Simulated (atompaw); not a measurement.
Before and after: PAW (atompaw) potential for manganese

* Element: manganese (Mn)
* Generator: atompaw 4.2.0.5
* Type: PAW
* Functional: LDA (PW92)
* Relativity: scalar-relativistic
* Frozen core: [Ne] 3s2
* Valence charge: 13
* Reference configuration: 3p6 3d5 4s2 4p0
* Partial waves: 4s (bound): rc 2.20 bohr; 4s channel at 0.6 Ry: rc 2.20 bohr; 3p (bound): rc 1.40 bohr; 4p (bound, empty): rc 2.20 bohr; 3d (bound): rc 2.20 bohr; 3d channel at 3.1 Ry: rc 1.95 bohr
* Local potential: troulliermartins scheme with l = 3 at 1 Ry, radius 2.00 bohr
* Core correction: smooth core density matched at 1.30 bohr
* Augmentation charge: besselshape compensation charge, radius 1.90 bohr; PAW radius 2.20 bohr; waves and projectors: custom polynom2 7 10 vanderbiltortho

Change: local potential troulliermartins scheme with l = 3 at 1 Ry, radius 0.94 bohr.

Cutoffs: the cutoffs (Ry, on a coarse ladder) from which the occupation-weighted sum of valence levels, in a spherical-Bessel basis at the reference potential, stays within 10 and 1 mRy of its value at 400 Ry; they do not see the model core or the augmentation charge, which bear on the density cutoff.

Problem. What does the change do?

Solution. The potential gets neither clearly harder nor softer (100 Ry and 300 Ry → 100 Ry and 300 Ry); both files keep a bound ghost (s); the range in which the p phases agree narrows (upper end at the end of the scan → 0.8).

| quantity | base | changed |
| --- | --- | --- |
| cutoff, loose | 100 Ry | 100 Ry |
| cutoff, tight | 300 Ry | 300 Ry |
| loose cutoff by channel (10 mRy a level) | s 6 Ry, p 25 Ry, d 15 Ry | s 8 Ry, p 25 Ry, d 15 Ry |
| bound ghosts | s | s |
| s: phases at 2.21 bohr within 0.05 rad from the reference energy up to (Ry; the scan ends near 5) | to the end of the scan | 4.8 |
| p: phases at 2.21 bohr within 0.05 rad from the reference energy up to (Ry; the scan ends near 5) | to the end of the scan | 0.8 |
| d: phases at 2.21 bohr within 0.05 rad from the reference energy up to (Ry; the scan ends near 5) | to the end of the scan | to the end of the scan |
| lowest overlap eigenvalue by channel | s 0.17, p 0.64, d 1.00 | s 0.12, p 0.57, d 1.00 |

 A true bound ghost makes a file unfit for plane-wave use even where its test errors are small: the radial tests pick states by their node count and pass the ghost by. The cutoffs see the waves, projectors and local potential, not the compensation charge or the core.
